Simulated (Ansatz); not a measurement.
Ansatz (a first-principles code) input:

Ansatz 0.2 input:
```yaml
crystal:
  periodic: [false, false, false]
  atoms:
    - {symbol: Si, position_ang: [0.05119599, -0.18585216, 0.03267692]}
    - {symbol: F, position_ang: [-0.11622661, -0.20189144, 1.58619327]}
    - {symbol: O, position_ang: [-0.47240098, 1.49734117, -0.31456332]}
    - {symbol: O, position_ang: [1.52146634, -0.00852168, -0.53304365]}
    - {symbol: O, position_ang: [-0.93627142, -1.14186664, -0.75220426]}
    - {symbol: H, position_ang: [0.14033087, 2.10916834, -0.75956593]}
    - {symbol: H, position_ang: [2.05906368, -0.68600155, -0.95697339]}
    - {symbol: H, position_ang: [-1.58523746, -1.74260091, -0.37028963]}
    - {symbol: H, position_ang: [-1.18721293, 1.96276436, 0.15210253]}
basis:
  gaussian:
    orbitals: def2-SVP
hamiltonian:
  xc: {name: PBE0}
total_charge: 1
```

Predict the final energy.

-616.51975 Eh (PBE0/def2-SVP). The basis has 94 functions.

It need not be the lowest isomer of its formula.
